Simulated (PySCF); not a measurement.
**Electron correlation in Sb⁻ (antimony, charge -1)**

[Kr] 4d10 5s2 5p4, high-spin 3P determinant. Calculation: PySCF 2.14, in def2-TZVPPD with the def2 core potential (28 electrons); a scalar-relativistic core potential. Frozen: 4s2 4p6 4d10; 6 electrons correlated.

| level | correlation energy (mhartree) |
| --- | --- |
| CCSD | -99.20 |
| (T) | -3.86 |
| CCSD(T) | -103.06 |

Diagnostics: T1 = 0.010, D1 = 0.0308, largest double amplitude 0.050.

Cost of the coupled-cluster step: of the order of 1.9 core-seconds, for 6 correlated electrons.

Iterations:

```
CC2 = 0
CCSD nocc = (np.int64(4), np.int64(2)), nmo = (47, 47)
frozen orbitals [[0, 1, 2, 3, 4, 5, 6, 7, 8], [0, 1, 2, 3, 4, 5, 6, 7, 8]]
max_cycle = 100
direct = 0
conv_tol = 1e-08
conv_tol_normt = 1e-06
diis_space = 8
diis_start_cycle = 0
Init t2, MP2 energy = -0.0825670409122959
Init E_corr(UCCSD) = -0.0825670409125967
cycle = 1  E_corr(UCCSD) = -0.0950706819057177  dE = -0.012503641  norm(t1,t2) = 0.0496453
cycle = 2  E_corr(UCCSD) = -0.0978869146295585  dE = -0.00281623272  norm(t1,t2) = 0.0166622
cycle = 3  E_corr(UCCSD) = -0.0992402911230826  dE = -0.00135337649  norm(t1,t2) = 0.00715179
cycle = 4  E_corr(UCCSD) = -0.099197539333098  dE = 4.275179e-05  norm(t1,t2) = 0.00133295
cycle = 5  E_corr(UCCSD) = -0.0991960724890291  dE = 1.46684407e-06  norm(t1,t2) = 0.000390173
cycle = 6  E_corr(UCCSD) = -0.0991975369056247  dE = -1.4644166e-06  norm(t1,t2) = 0.00013629
cycle = 7  E_corr(UCCSD) = -0.0991978400881028  dE = -3.03182478e-07  norm(t1,t2) = 5.10213e-05
cycle = 8  E_corr(UCCSD) = -0.0991979456498748  dE = -1.05561772e-07  norm(t1,t2) = 1.50906e-05
cycle = 9  E_corr(UCCSD) = -0.0991978429779121  dE = 1.02671963e-07  norm(t1,t2) = 3.5237e-06
cycle = 10  E_corr(UCCSD) = -0.0991978681779164  dE = -2.52000043e-08  norm(t1,t2) = 8.43482e-07
cycle = 11  E_corr(UCCSD) = -0.0991978724733081  dE = -4.29539161e-09  norm(t1,t2) = 2.05389e-07
UCCSD converged
E(UCCSD) = -239.3703563315604  E_corr = -0.09919787247330805
UCCSD(T) correction = -0.00386182739376784
```
